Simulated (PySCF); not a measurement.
# `C=P(C)(C)CSC`, C5H13PS

Geometry (Å), atoms numbered from 1 in this order:
```xyz
20

C    -2.0141   -1.6669    0.8376
P    -1.0470   -0.5028    0.0674
C    -1.6868    1.1607    0.4253
C    -1.1704   -0.6983   -1.7358
C     0.8122   -0.2016    0.2526
S     1.5452    1.1519   -0.7383
C     3.2659    0.9895   -0.1896
H    -1.7187   -2.6792    0.5733
H    -2.0396   -1.5244    1.9150
H    -1.1593    1.9060   -0.1677
H    -1.5558    1.3752    1.4850
H    -2.7498    1.1607    0.1915
H    -2.2280   -0.7167   -1.9922
H    -0.6632    0.1213   -2.2422
H    -0.7180   -1.6455   -2.0259
H     1.0047    0.0080    1.3100
H     1.3215   -1.1328   -0.0164
H     3.6390    0.0024   -0.4503
H     3.8338    1.7527   -0.7116
H     3.3232    1.1506    0.8838
```

The calculation used GIAO KT3/pcSseg-1 magnetisability, rotational g tensor and spin-rotation constants, non-relativistic, gas phase (PySCF 2.14.0). Geometry: GFN2-xTB.

Give the nuclear spin-rotation constants along the inertial axes (H = +C I·J) beside the isotropic shieldings.

Rotational constants 3.3191, 0.9057, 0.9006 GHz. A star marks the isotopologue with that one atom substituted, in its own axes.
| atom | isotope | Caa (kHz) | Cbb (kHz) | Ccc (kHz) | mean (kHz) | σ (ppm) |
| --- | --- | --- | --- | --- | --- | --- |
| P2 | 31P | 4.996 | 1.164 | 1.541 | 2.567 | 354.2 |
| H8 | 1H | -0.362 | -0.064 | -0.026 | -0.151 | 31.6 |
| H9 | 1H | -0.361 | -0.065 | -0.025 | -0.151 | 31.6 |
| H10 | 1H | -0.130 | -0.044 | -0.093 | -0.089 | 30.0 |
| H11 | 1H | -0.400 | -0.070 | 0.000 | -0.157 | 30.3 |
| H12 | 1H | -0.059 | -0.069 | -0.096 | -0.075 | 30.6 |
| H13 | 1H | -0.060 | -0.069 | -0.096 | -0.075 | 30.6 |
| H14 | 1H | -0.130 | -0.045 | -0.092 | -0.089 | 30.0 |
| H15 | 1H | -0.400 | -0.069 | -0.001 | -0.157 | 30.3 |
| H16 | 1H | -0.323 | -0.060 | -0.017 | -0.134 | 29.5 |
| H17 | 1H | -0.323 | -0.060 | -0.018 | -0.134 | 29.5 |
| H18 | 1H | -0.340 | -0.056 | -0.016 | -0.138 | 29.5 |
| H19 | 1H | -0.048 | -0.054 | -0.101 | -0.068 | 29.6 |
| H20 | 1H | -0.341 | -0.057 | -0.015 | -0.138 | 29.5 |
| C1 | 13C* | 0.448 | 0.109 | 0.117 | 0.225 | 178.6 |
| C3 | 13C* | 0.450 | 0.122 | 0.137 | 0.236 | 169.6 |
| C5 | 13C* | 0.559 | 0.170 | 0.194 | 0.308 | 137.3 |
| S6 | 33S* | 0.510 | 0.252 | 0.259 | 0.340 | 537.6 |
| C7 | 13C* | 0.479 | 0.138 | 0.155 | 0.257 | 158.5 |

For the geometry as given, no vibrational averaging.

How do the rotational constants and the g tensor change when H8, H9, H10, H11, H12, H13, H14, H15, H16, H17, H18, H19, H20 are replaced by deuterium?

Constants 2.5389, 0.7771, 0.7753 GHz; g -0.0021, -0.0043, -0.0066, against -0.0024, -0.0051, -0.0077 before.
